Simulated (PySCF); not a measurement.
This PySCF input asks for the NMR shieldings of `CB1NCCN1C1CCC1`, C7H15BN2; the geometry comes from GFN2-xTB.

```python
import basis_set_exchange as bse
import numpy as np
from pyscf import gto, dft
from pyscf.prop import nmr

atoms = """
C     1.549243   -2.014549   -0.482086
B     1.436872   -0.438389   -0.347530
N     2.460443    0.455189   -0.712202
C     2.099627    1.837161   -0.495203
C     0.730600    1.748639    0.199074
N     0.367728    0.341249    0.148630
C    -0.882140    0.015756    0.762024
C    -1.518623   -1.349490    0.452259
C    -2.877268   -0.654329    0.290948
C    -2.149279    0.691603    0.182245
H     1.020909   -2.381902   -1.359708
H     1.136587   -2.530682    0.380243
H     2.586178   -2.325817   -0.585231
H     3.347658    0.270227   -1.143490
H     2.028276    2.383189   -1.446620
H     2.838158    2.352757    0.131636
H     0.787006    2.087511    1.243849
H    -0.020759    2.364604   -0.307663
H    -0.828350    0.188079    1.849792
H    -1.440760   -2.109535    1.225843
H    -1.153379   -1.748566   -0.488441
H    -3.491095   -0.721571    1.187149
H    -3.473240   -0.952218   -0.569011
H    -2.565239    1.524466    0.745568
H    -2.000088    0.990762   -0.852940
"""
names = dict.fromkeys(["C", "B", "N", "H"], "pcSseg-1")
basis = {el: gto.basis.parse(bse.get_basis(n, elements=[el], fmt="nwchem")) for el, n in names.items()}
mol = gto.M(atom=atoms, basis=basis, charge=0, verbose=0)
mf = dft.RKS(mol, xc="PBE0")
mf.grids.level = 2
mf.grids.alignment = dft.numint.BLKSIZE   # the property module wants whole blocks of grid points
mf.conv_tol = 1e-9
mf.kernel()

calc = nmr.RKS(mf)   # GIAO
C = mf.mo_coeff
Co = C[:, mf.mo_occ > 0]
resp = mf.gen_response(singlet=True, hermi=2)
def vind(x):   # induced exchange potential for any number of trial vectors
    d = np.einsum("pi,xij,qj->xpq", C, 2 * x.reshape(-1, C.shape[1], Co.shape[1]), Co, optimize=True)
    return np.einsum("xpq,pi,qj->xij", resp(d - d.transpose(0, 2, 1)), C, Co, optimize=True).ravel()
mo1, _ = nmr.rhf.solve_mo1(calc, with_cphf=vind)
sigma = calc.kernel(mo1)
for i, s in enumerate(sigma):   # ppm
    w = np.linalg.eigvalsh((s + s.T) / 2)
    print("%2d %-2s iso %8.1f  s11 %8.1f  s22 %8.1f  s33 %8.1f" % (i, mol.atom_pure_symbol(i), w.mean(), *w))
```

Problem. Give the expected output.

Solution. 
```
 0 C  iso    190.5  s11    187.2  s22    189.5  s33    194.8
 1 B  iso     73.2  s11     49.3  s22     71.1  s33     99.3
 2 N  iso    183.2  s11    133.1  s22    167.0  s33    249.5
 3 C  iso    139.8  s11    117.4  s22    135.3  s33    166.7
 4 C  iso    135.3  s11    105.5  s22    133.5  s33    166.8
 5 N  iso    160.2  s11    101.0  s22    159.1  s33    220.5
 6 C  iso    132.8  s11    114.5  s22    125.3  s33    158.6
 7 C  iso    157.5  s11    145.3  s22    151.0  s33    176.2
 8 C  iso    171.4  s11    160.6  s22    171.1  s33    182.5
 9 C  iso    154.8  s11    138.0  s22    149.0  s33    177.4
10 H  iso     31.5  s11     27.2  s22     29.8  s33     37.6
11 H  iso     31.6  s11     26.3  s22     31.6  s33     36.8
12 H  iso     31.7  s11     26.6  s22     29.8  s33     38.8
13 H  iso     29.7  s11     22.1  s22     28.3  s33     38.6
14 H  iso     28.0  s11     23.4  s22     26.3  s33     34.5
15 H  iso     28.1  s11     23.6  s22     26.1  s33     34.6
16 H  iso     28.6  s11     23.9  s22     27.2  s33     34.8
17 H  iso     28.3  s11     23.7  s22     28.7  s33     32.7
18 H  iso     28.0  s11     23.8  s22     28.3  s33     31.9
19 H  iso     29.4  s11     25.2  s22     28.0  s33     35.1
20 H  iso     29.4  s11     24.9  s22     29.6  s33     33.8
21 H  iso     29.9  s11     26.8  s22     27.0  s33     36.0
22 H  iso     29.9  s11     26.0  s22     26.8  s33     37.1
23 H  iso     29.6  s11     25.5  s22     27.9  s33     35.5
24 H  iso     30.0  s11     26.5  s22     29.9  s33     33.5
```

These numbers come from an equivalent density-fitted implementation of the same equations, which agrees with the script to about 0.01 ppm for H and up to a few tenths of a ppm for heavy atoms, so last digits may differ.

Size and cost of the density-fitted run: 245 basis functions, 2.2 min wall time on 1 thread of an Arm Neoverse N1, shared host; peak memory 1.1 GiB.
